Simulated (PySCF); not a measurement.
Ligand exchange on a metal centre used in film growth or etching (Ti Cl-F). All species are isolated molecules in the gas phase.

The LUMO from two functionals at the same geometries (TPSS-D3(BJ)/def2-SVP), both in PySCF: PBE-D3(BJ)/def2-TZVP and B3LYP-D3(BJ)/def2-TZVP. B3LYP has the VWN-RPA correlation part, as in Gaussian. 

```csv
species,PBE-D3(BJ)/def2-TZVP (eV)
0 of 4 Cl replaced by F ([Ti(Cl)4]),-4.62
1 of 4 Cl replaced by F ([Ti(Cl)3(F)]),-4.56
2 of 4 Cl replaced by F ([Ti(Cl)2(F)2]),-4.48
3 of 4 Cl replaced by F ([Ti(Cl)(F)3]),-4.30
4 of 4 Cl replaced by F ([Ti(F)4]),-4.09
```

Problem. What does B3LYP-D3(BJ)/def2-TZVP give for each?

Solution. 
- 0 of 4 Cl replaced by F ([Ti(Cl)4]): -4.03
- 1 of 4 Cl replaced by F ([Ti(Cl)3(F)]): -4.00
- 2 of 4 Cl replaced by F ([Ti(Cl)2(F)2]): -3.93
- 3 of 4 Cl replaced by F ([Ti(Cl)(F)3]): -3.74
- 4 of 4 Cl replaced by F ([Ti(F)4]): -3.54
Over these rows, drawn at random from the members with no instability flagged (it was tested for open shells, ions and some series alone), PBE minus B3LYP-D3(BJ): mean -0.56 eV, from -0.58 eV to -0.55 eV.
